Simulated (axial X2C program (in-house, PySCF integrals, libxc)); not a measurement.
**GeTe: computed against measured constants**

Calculated with an in-house all-electron X2C program for linear molecules (integrals from PySCF). Spin-free means the one-electron spin-free X2C Hamiltonian; two-component (2c) means X2C with spin–orbit coupling and atomic mean-field two-electron Coulomb and Gaunt terms, so the difference of the two also holds small scalar two-electron terms. Basis: Te dyall-cv3z [11s12p8d4f1g], Ge dyall-cv3z [9s9p7d4f1g] (cores contracted in-house); Gaussian nuclei, density fitting, unrestricted open shells. Masses: Te 129.906 u, Ge 73.921 u.

```json
{"Hamiltonian": "spin-free", "level": "PBE0", "Re (Å)": "2.336", "ωe (cm⁻¹)": "332.5", "ωexe (cm⁻¹)": "0.529", "De (eV)": "4.34"}
{"Hamiltonian": "spin-free", "level": "HF", "Re (Å)": "2.323", "ωe (cm⁻¹)": "351.4", "ωexe (cm⁻¹)": "0.505", "De (eV)": "2.07"}
{"Hamiltonian": "spin-free", "level": "MP2", "Re (Å)": "2.360", "ωe (cm⁻¹)": "326.7", "ωexe (cm⁻¹)": "0.47", "De (eV)": "4.28"}
{"Hamiltonian": "spin-free", "level": "CCSD", "Re (Å)": "2.351", "ωe (cm⁻¹)": "332.7", "ωexe (cm⁻¹)": "0.519", "De (eV)": "3.91"}
{"Hamiltonian": "spin-free", "level": "CCSD(T)", "Re (Å)": "2.369", "ωe (cm⁻¹)": "317.4", "ωexe (cm⁻¹)": "0.589", "De (eV)": "4.20"}
{"Hamiltonian": "spin-free", "level": "BHandHLYP", "Re (Å)": "2.329", "ωe (cm⁻¹)": "339.9", "ωexe (cm⁻¹)": "0.521", "De (eV)": "3.94"}
{"Hamiltonian": "2c", "level": "PBE0", "Re (Å)": "2.340", "ωe (cm⁻¹)": "329.7", "ωexe (cm⁻¹)": "0.543", "De (eV)": "n/a"}
{"Hamiltonian": "2c", "level": "HF", "Re (Å)": "2.328", "ωe (cm⁻¹)": "347.4", "ωexe (cm⁻¹)": "0.531", "De (eV)": "n/a"}
{"Hamiltonian": "2c", "level": "CCSD", "Re (Å)": "2.355", "ωe (cm⁻¹)": "329.4", "ωexe (cm⁻¹)": "0.548", "De (eV)": "n/a"}
{"Hamiltonian": "2c", "level": "CCSD(T)", "Re (Å)": "2.372", "ωe (cm⁻¹)": "315.9", "ωexe (cm⁻¹)": "0.587", "De (eV)": "n/a"}
{"Hamiltonian": "2c", "level": "BHandHLYP", "Re (Å)": "2.333", "ωe (cm⁻¹)": "336.3", "ωexe (cm⁻¹)": "0.544", "De (eV)": "n/a"}
```

De refers to Te + Ge.

Correlated methods: 10 electrons correlated (number of frozen shells: Te 4 s, 3 p, 2 d; Ge 3 s, 2 p, 1 d), 284 virtual spin orbitals or spinors in MP2, 90 natural virtuals in coupled cluster.

Measured (Huber and Herzberg, Constants of Diatomic Molecules, 1979; state 1Σ+): Re (Å) 2.34016, ωe (cm⁻¹) 323.9, ωexe (cm⁻¹) 0.75.

Problem. Work out the error of each level, computed minus measured.

Solution. 

```
Hamiltonian      level  Re (Å)  ωe (cm⁻¹)  ωexe (cm⁻¹)
  spin-free       PBE0  -0.004        8.6        -0.22
  spin-free         HF  -0.017       27.5        -0.24
  spin-free        MP2   0.020        2.8        -0.28
  spin-free       CCSD   0.011        8.8        -0.23
  spin-free    CCSD(T)   0.029       -6.5        -0.16
  spin-free  BHandHLYP  -0.011       16.0        -0.23
         2c       PBE0   0.000        5.8        -0.21
         2c         HF  -0.012       23.5        -0.22
         2c       CCSD   0.015        5.5        -0.20
         2c    CCSD(T)   0.032       -8.0        -0.16
         2c  BHandHLYP  -0.007       12.4        -0.21
```

Occupations by symmetry block were frozen at the best pattern of an incomplete PBE0 search. Closed shells are restricted here (equal orbitals for both partners); the stretched side of such a curve lies too high. Dissociation energies refer to the lowest single-determinant-based atoms at the same level and basis. De is not given where an atomic determinant may have missed its ground term or J level, or where the truncated virtual space spoils (T). CCSD and (T) use frozen natural virtuals with an MP2 correction for the truncation; (T) itself is uncorrected, so its De runs slightly low. Without a current term, density functionals place determinants with orbital angular momentum somewhat too high. The T1 diagnostic is large, a sign of multireference character. With the outer-core shells frozen, correlated bond lengths of heavy atoms tend to come out a few hundredths of an ångström too long.
